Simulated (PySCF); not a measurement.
Spectroscopy problems

PySCF 2.14.0 with density-fitted response routines calculation with GIAO PBE0/pcSseg-1 shieldings, J couplings at B3LYP/pcJ-1 (spin–dipole term left out of most H,H and C,H couplings) and geometry from PBE0-D3(BJ)/def2-SVP; equivalent nuclei averaged, no solvent, one conformer, no relativistic terms.

References, each an isolated molecule treated in the same way: TMS for 1H (σ = 31.27 ppm), 13C (σ = 184.41 ppm). Multiplet labels drop J under 1 Hz and among equivalent protons, and merge close values. Unscaled 3J(H,H) run several per cent high. Couplings to H on boron are left out. Carbons bonded to boron are broad in practice. Shifts are as computed. Against solution values, carbons near 30 ppm lie about +2 ppm off and those near 130 ppm about +5 ppm. Of 1313 compounds with measured shifts, 239 miss one by over three times the rms of a fit or turn the order of signals round; such compounds aren't used in these exercises. OH and NH positions are gas-phase values without hydrogen bonding to other molecules.

Q: C$_{3}$H$_{8}$BN. 1H NMR (600 MHz, computed): δ 4.78 (br, 2H), 3.75 (br s, 1H), 2.66 (tt, J = 8.8, 4.7 Hz, 1H), 0.75 (m, 2H), 0.28 (m, 2H). 13C{1H} NMR (computed): δ 34.8 (CH), 9.3 (CH2). Give a structure.

A: `BNC1CC1`. 2 carbon signals for 3 carbons: some carbons are equivalent by symmetry or fast rotation. Carbon types of the structure: 1 × CH, 2 × CH2, leaving 3 H on heteroatoms. δC 34.8, 9.3: three-membered-ring carbon. δH 4.78: hydrogen on a boron bonded to N. δH 3.75: hydrogen on a nitrogen bonded to C, B; exchangeable; this is the value without hydrogen bonding to other molecules. δH 2.66, 0.75, 0.28: hydrogen on a three-membered-ring carbon.

The shifts were computed for this structure.

Q: C$_{3}$H$_{8}$BN. 1H NMR (500 MHz, computed): δ 2.39 (qq, J = 8.7, 5.5 Hz, 2H), 2.13 (br, 3H), 1.32 (t, J = 8.7 Hz, 3H). 13C{1H} NMR (computed): δ 117.1, 13.0, 11.4. What is it?

A: SMILES [BH3-][N+]#CCC. 3 carbon signals for 3 carbons: no two carbons are equivalent. Carbon types of the structure: 1 × C, 1 × CH2, 1 × CH3, leaving 3 H on heteroatoms. δC 117.1: nitrilium-type carbon. δC 13.0: sp3 CH2 α to a nitrile; a saturated carbon with 2 carbon neighbours and no heteroatom attached. δC 11.4: methyl carbon; a saturated carbon with 1 carbon neighbour and no heteroatom attached. δH 1.32: hydrogen on a methyl carbon. The protons at 2.39 and 1.32 share a coupling of 8.7 Hz (vicinal).

The data come from this structure; uniqueness wasn't tested.

Q: C$_{9}$H$_{14}$O$_{2}$. 1H NMR (300 MHz, computed): δ 7.76 (d, J = 1.3 Hz, 1H), 5.06 (m, 1H), 2.05 (m, 1H), 2.01 (m, 1H), 1.92 (m, 1H), 1.83 (m, 1H), 1.82 (m, 1H), 1.70 (ddd, J = 11.6, 8.2, 1.0 Hz, 1H), 1.50 (m, 1H), 1.49 (m, 1H), 1.43 (m, 1H), 1.20 (m, 1H), 1.01 (m, 1H), 0.98 (m, 1H). 13C{1H} NMR (computed): δ 164.9 (CH), 66.9 (CH), 44.4 (CH), 33.5 (CH2), 32.5 (CH2), 26.5 (CH2), 25.7 (CH2), 25.1 (CH), 24.1 (CH2). What is it?

A: `InChI=1S/C9H14O2/c10-6-11-9-5-7-3-1-2-4-8(7)9/h6-9H,1-5H2/t7-,8-,9-/m1/s1`. Rings plus π bonds: 3 (2 rings in the answer). 9 carbon signals for 9 carbons: no two carbons are equivalent. Carbon types of the structure: 4 × CH, 5 × CH2, which accounts for all hydrogens. δC 164.9: ester carbonyl carbon; lone-pair donation from the attached heteroatom keeps it upfield of a ketone carbonyl. δC 66.9: sp3 CH bonded to O; pulled downfield by the heteroatom. δC 44.4, 25.1: sp3 CH in a ring; aliphatic region, no heteroatom directly attached. δH 5.06: hydrogen on an sp3 CH bonded to O; its carbon carries O, hence the downfield position.

The data come from this structure; uniqueness wasn't tested.
